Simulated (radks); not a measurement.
The numbers below are computed, except where a source is named.
Effect of the nuclear size on the lutetium ion Lu2+, [Xe] 4f14 6s1. Level of theory: Dirac Kohn-Sham, BLYP, spin-unpolarised, spherical densities, finite nucleus; Fermi nuclear charge, rms radius 5.37 fm (a radial shooting solver on a logarithmic mesh with Libxc functionals). The rms radius is varied about that value; shifts are against it.

rms radius (fm)  total energy shift (eV)  density at nucleus (e/bohr^3)  1s1/2 shift (meV)  2s1/2 shift (meV)  4p1/2 shift (meV)  5s1/2 shift (meV)  5p1/2 shift (meV)  6s1/2 shift (meV)  6p1/2 (empty) shift (meV)
4.3604                             -15.3                      1.188e+06              -6250               -858              0.107              -6.99              0.433             -0.814                      0.144
5.1122                             -4.13                      1.129e+06              -1680               -231              0.028              -1.88              0.116             -0.219                      0.039
5.37                                   0                      1.112e+06              0.000              0.000              0.000              0.000              0.000              0.000                      0.000
5.5687                              3.27                      1.099e+06               1330                183             -0.022               1.49             -0.092              0.174                     -0.031
6.2292                              14.7                       1.06e+06               6000                823             -0.095               6.71             -0.415              0.781                     -0.138

Slopes of the eigenvalues against <r^2> in GHz/fm^2, as finite differences over the two radii next to the reference (eigenvalue slopes, not the field-shift constants of lines): 1s1/2 150000, 2s1/2 20500, 4p1/2 -2.46, 5s1/2 167, 5p1/2 -10.3, 6s1/2 19.5, 6p1/2 (empty) -3.43.
